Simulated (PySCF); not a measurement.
Species: C6H7FN (doublet state).
Structure used (GFN2-xTB), in Å, numbered top down from 1:
```xyz
15
C6H7FN angstrom
N      3.0510    1.7663   -0.5940
C      2.0597    1.1914   -0.4123
C      0.8878    0.5316   -0.1822
C     -0.4697    1.1161   -0.3509
C     -1.3961    0.1083    0.3377
C     -0.6919   -1.2336    0.1403
C      0.7953   -0.8918    0.2737
F      1.5805   -1.7398   -0.4805
H     -0.5415    2.1265    0.0567
H     -0.7048    1.1863   -1.4204
H     -2.4001    0.1140   -0.0818
H     -1.4655    0.3390    1.4020
H     -1.0090   -1.9927    0.8521
H     -0.8606   -1.6113   -0.8699
H      1.1605   -1.0022    1.3075
```

The hyperfine couplings belong to this conformer and change with its torsions.

The species is `N#C[C]1CCC[C@H]1F` [radical].

Method used: PySCF, UKS B3LYP, pcH-1 on C F H N, non-relativistic, mean-field spin-orbit, GIAO. Geometry: GFN2-xTB, one conformer, isolated molecule. A GFN2-xTB geometry isn't a minimum of the functional, and hyperfine couplings can be far from their values at a DFT geometry. No stability test was run, so a lower SCF solution isn't excluded.

Task: Predict the first-order ENDOR lines of C3, C2, C4, C7, N1, F8, H10, H15 and H9 under fast tumbling at B = 337.7 mT (X band).

Result: For S = 1/2 in fast tumbling each set of equivalent nuclei gives two lines, ν± = |νn ± a/2| to first order, with νn = g_N μN B/h and μN/h = 7.62259 MHz/T.

| nuclei | isotope | g_N | νn (MHz) | a_iso (MHz) | lower line (MHz) | upper line (MHz) |
| --- | --- | --- | --- | --- | --- | --- |
| C3 | 13C | 1.4048 | 3.62 | 72.09 | 32.43 | 39.66 |
| C2 | 13C | 1.4048 | 3.62 | -57.29 | 25.03 | 32.26 |
| C4 | 13C | 1.4048 | 3.62 | -26.73 | 9.75 | 16.98 |
| C7 | 13C | 1.4048 | 3.62 | -25.06 | 8.91 | 16.14 |
| N1 | 14N | 0.4038 | 1.04 | 8.76 | 3.34 | 5.42 |
| F8 | 19F | 5.2577 | 13.53 | 110.52 | 41.72 | 68.79 |
| H10 | 1H | 5.5857 | 14.38 | 125.92 | 48.58 | 77.34 |
| H15 | 1H | 5.5857 | 14.38 | 80.05 | 25.65 | 54.40 |
| H9 | 1H | 5.5857 | 14.38 | 62.38 | 16.81 | 45.57 |

The rows for 13C, of low natural abundance, apply to labelled samples.

Task: Which pairs are centred on the nuclear Larmor frequency, and which on half the coupling?

Result: No pair is centred on νn. Centred on |a|/2 and split by 2νn: C3, C2, C4, C7, N1, F8, H10, H15 and H9.

Task: At what field would the lower line of H10 fall to zero frequency?

Result: Where νn = |a|/2, that is B = 62.96 MHz/(5.5857 × 7.62259 MHz/T) = 1480 mT, as far as first order holds there.

Couplings of abundant isotopes left out: H12 (-1.2 MHz).
